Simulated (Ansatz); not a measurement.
Cu(F) cation (CuF), SMILES [Cu][F] (connectivity only; charge and spin as stated), charge +1, multiplicity 2.

Geometry: PBE0-D3(BJ)/def2-TZVPD. The spin state was assumed, not searched.

Two levels are set side by side: PBE/def2-TZVPD (Ansatz, a program for electronic structure) and CAM-B3LYP/def2-TZVPD (Ansatz). Energy differences of separate SCF runs at the same geometry; the states with an electron removed or added have multiplicity 3 and 1. Differences are taken from unrounded values.

```
quantity                         CAM-B3LYP    PBE  PBE minus CAM-B3LYP
-------------------------------  ---------  -----  -------------------
vertical ionisation energy (eV)      20.86  20.82                -0.03
vertical electron affinity (eV)      10.58  10.52                -0.06
```

Here PBE gives about what the other level gives.
